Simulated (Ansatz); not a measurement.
`C[CH2][Mg][NH2]` + H₂ → `C[CH2][MgH]` + NH₃ at 500 K and 1 bar (hydrogenolysis of a Mg–N bond).

Isolated molecules relaxed with PBE0-D4/def2-TZVP in Ansatz; ΔE leaves out vibrations. CCSD(T)/CBS adds triple-zeta CCSD(T) − MP2 to the extrapolated MP2 energy (def2 sets, frozen cores). This one scheme is used for every species. For Mg outer-core shells are correlated without core-valence functions, which leaves a few kJ/mol of doubt a bond. One conformer a species, not always the lowest.

```tsv
species	CCSD(T)/CBS energy (Eh)	H − E (kJ/mol)	S (J/(mol·K))
`C[CH2][Mg][NH2]`	-334.92798	277.2	422.5
H₂	-1.17544	41.0	145.5
`C[CH2][MgH]`	-279.57780	215.7	345.9
NH₃	-56.50880	108.2	211.8
```

H − E and S are ideal-gas, rigid-rotor, harmonic terms from PBE0-D4/def2-TZVP, for one conformer and one mirror image of each species. For small species the MP2-based limit differs from directly extrapolated CCSD(T) by up to some mEh (0.8 for H₂); such offsets cancel only in part. 1 Eh = 2625.50 kJ/mol, R = 8.31446 J/(mol·K).

Question: By hand: ΔE, ΔH, ΔS and ΔG.

Answer: ΔE = (-279.57780) + (-56.50880) − (-334.92798) − (-1.17544) = 0.01682 Eh = 44.2 kJ/mol. Δ(H − E) = 215.7 + 108.2 − 277.2 − 41.0 = 5.7, so ΔH = 49.9 kJ/mol. ΔS = 345.9 + 211.8 − 422.5 − 145.5 = -10.3 J/(mol·K). ΔG = 49.9 − 500 × (-10.3)/1000 = 55.0 kJ/mol.

Question: By hand: the equilibrium constant, and the temperature at which ΔG would vanish if ΔH and ΔS stayed fixed.

Answer: log₁₀ K = −ΔG/(RT ln 10) = -5.7. ΔH and −TΔS have one sign here, so there is no such temperature.

The number of gas molecules stays the same, so ΔS is small and ΔH decides. A doubt of 5 kJ/mol in ΔE shifts log₁₀ K by 0.5 here. Other conformers and mirror images would add mixing entropy, several J/(mol·K) or more a flexible species. Modes under 60 cm⁻¹, often nearly free rotors, make the harmonic entropy too high. These are equilibria of isolated gas molecules and say nothing of rates. Largest T1 diagnostic: 0.009 (customary marks: 0.02 for closed shells, 0.045 for open ones).

ΔS is within the doubt of such terms, so its sign, and with it that verdict, could turn.
